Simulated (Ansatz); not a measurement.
`O[Si]1(O[SiH3])CO1` + HCl → `[SiH3]O[Si]1(Cl)CO1` + H₂O  (ligand exchange at the Si–O bond)

Program: Ansatz. Geometries: PBE0-D4/def2-TZVP. ΔE: electronic, gas phase. CCSD(T)/CBS adds triple-zeta CCSD(T) − MP2 to the extrapolated MP2 energy (def2 sets, frozen cores). This one scheme is used for every species. Functionals use def2-TZVPP. One conformer a species, not always the lowest.

```json
{"species": "`O[Si]1(O[SiH3])CO1`", "PBE0-D4 energy (Eh)": "-846.11259"}
{"species": "HCl", "PBE0-D4 energy (Eh)": "-460.66564"}
{"species": "`[SiH3]O[Si]1(Cl)CO1`", "PBE0-D4 energy (Eh)": "-1230.39489"}
{"species": "H₂O", "PBE0-D4 energy (Eh)": "-76.38097"}
```

(1) Work out ΔE.

Largest T1 diagnostic among the species: 0.012.

Results:

(1) ΔE = (-1230.39489) + (-76.38097) − (-846.11259) − (-460.66564) = 0.00237 Eh = +1.5 kcal/mol. CCSD(T)/CBS gives +2.4 kcal/mol.

In def2-TZVPP, CCSD(T) changes the Hartree–Fock value by −1.7 kcal/mol (the triples alone add −0.5 kcal/mol) and MP2 by −2.8 kcal/mol. The D4 term adds −0.8 kcal/mol with B3LYP and −0.4 kcal/mol with PBE0; it sums over pairs of atoms, weighted by their polarisabilities, and B3LYP, whose exchange is more repulsive, gets the larger term.

B3LYP here is the variant with VWN-RPA as its local correlation; programs differ in this.
